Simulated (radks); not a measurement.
Dipole-allowed excitations along the series with 28 electrons in [Ar] 3d10. Calculated with a radial shooting solver on a logarithmic mesh with Libxc functionals: non-relativistic Kohn-Sham, LDA (Slater exchange, VWN5 correlation), spin-polarised, spherical densities, point nucleus. Time-dependent linear response with the Hartree and adiabatic LDA kernel, continuum included through the Sternheimer equations. Lines are the poles of the dipole polarisability below minus the highest occupied eigenvalue, found on a grid refined at the orbital gaps; the lowest seven at most are given, and weak or close lines can be missed. The first line takes the name of the lowest orbital gap if no other gap lies below it; otherwise a line is named after a gap within 0.6 % of it, if that gap stands alone.

[
 {"species": "Cu+", "-e(HOMO) (eV)": "14.104", "lowest orbital gap (eV)": "3d-4p 7.566", "first line (eV)": "8.015 (3d-4p)", "f": "0.359", "strongest line (eV)": "the first", "its f": "0.359", "static alpha (bohr^3)": "7.887"},
 {"species": "Zn2+", "-e(HOMO) (eV)": "31.456", "lowest orbital gap (eV)": "3d-4p 15.897", "first line (eV)": "16.489 (3d-4p)", "f": "0.464", "strongest line (eV)": "the first", "its f": "0.464", "static alpha (bohr^3)": "2.896"},
 {"species": "Ga3+", "-e(HOMO) (eV)": "53.223", "lowest orbital gap (eV)": "3d-4p 26.239", "first line (eV)": "26.949 (3d-4p)", "f": "0.516", "strongest line (eV)": "the first", "its f": "0.516", "static alpha (bohr^3)": "1.444"},
 {"species": "Ge4+", "-e(HOMO) (eV)": "78.909", "lowest orbital gap (eV)": "3d-4p 38.332", "first line (eV)": "39.159 (3d-4p)", "f": "0.539", "strongest line (eV)": "the first", "its f": "0.539", "static alpha (bohr^3)": "0.8473"},
 {"species": "As5+", "-e(HOMO) (eV)": "108.24", "lowest orbital gap (eV)": "3d-4p 52.030", "first line (eV)": "51.604 (3d-4p)", "f": "0.0328", "strongest line (eV)": "85.306 (3d-4f)", "its f": "0.587", "static alpha (bohr^3)": "0.5498"},
 {"species": "Se6+", "-e(HOMO) (eV)": "141.04", "lowest orbital gap (eV)": "3d-4p 67.248", "first line (eV)": "68.315 (3d-4p)", "f": "0.546", "strongest line (eV)": "108.06 (3d-4f)", "its f": "0.853", "static alpha (bohr^3)": "0.3815"}
]
